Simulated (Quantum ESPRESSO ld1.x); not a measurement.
Results of a calculation; reference values are marked as such.
Pr LI, configuration [He] 2s2 2p5. Level of theory: Dirac Kohn-Sham, relativistic LDA (MacDonald-Vosko exchange, VWN5 correlation), spin-unpolarised, spherical densities, point nucleus; open shells are shared between the two j in proportion to 2j + 1 (ld1.x of Quantum ESPRESSO 7.5). Some entries of the table are withheld. Estimate them.

| orbital | occ. | eigenvalue (hartree) | <r^2> (bohr^2) | r(max) (bohr) |
|---|---|---|---|---|
| 1s1/2 | 2 | (1) | 0.0007930 | 0.015 |
| 2s1/2 | 2 | -378.180 | 0.01189 | 0.087 |
| 2p1/2 | 1.66667 | -368.026 | 0.008609 | 0.066 |
| 2p3/2 | 3.33333 | -349.397 | 0.009730 | 0.070 |
| 3s1/2 | 0 | -157.861 | 0.06449 | 0.228 |
| 3p1/2 | 0 | (2) | 0.05777 | 0.212 |
| 3p3/2 | 0 | (3) | 0.06207 | 0.221 |

Answer. 
(1) 1s1/2 eigenvalue (hartree): -1671.52
(2) 3p1/2 eigenvalue (hartree): -154.461
(3) 3p3/2 eigenvalue (hartree): -149.346
